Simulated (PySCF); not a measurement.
In(OH)2(OSiH3) (H5InO3Si), SMILES [OH][In]([OH])[O][SiH3].

Coordinates come from a PBE0-D3(BJ)/def2-SVP optimisation. The def2 effective core potentials stand for the cores of In; spin–orbit coupling is left out. The values are those of a single conformer.

Two levels are set side by side: PBE/def2-TZVP (PySCF) and ωB97X/def2-TZVP (PySCF). Same geometry, gas phase. Differences are taken from unrounded values.

```json
[
 {"quantity": "orbital gap (eV)", "ωB97X": "10.53"},
 {"quantity": "highest occupied level (eV)", "ωB97X": "-10.85"},
 {"quantity": "lowest empty level (eV)", "ωB97X": "-0.32"},
 {"quantity": "dipole moment (D)", "ωB97X": "3.35"},
 {"quantity": "mean polarisability (bohr³)", "ωB97X": "66.9"}
]
```

### Question
What does PBE give, and how far is it from ωB97X? (The exact figures need the calculation; the answer reports its results.)

### Answer

| quantity | PBE | PBE minus ωB97X |
|---|---|---|
| orbital gap (eV) | 3.71 | -6.82 |
| highest occupied level (eV) | -6.93 | 3.92 |
| lowest empty level (eV) | -3.21 | -2.90 |
| dipole moment (D) | 3.26 | -0.09 |
| mean polarisability (bohr³) | 73.4 | 6.5 |

PBE's occupied levels lie high since its potential decays too fast outside the molecule; exact exchange lowers them and widens the gap. Loosely held outer electrons make PBE densities more polarisable. Differences between two approximate levels are no errors against the true value.

Rough cost on one machine, each run with all the roots and properties that it gave: ωB97X against PBE within a factor of 2.
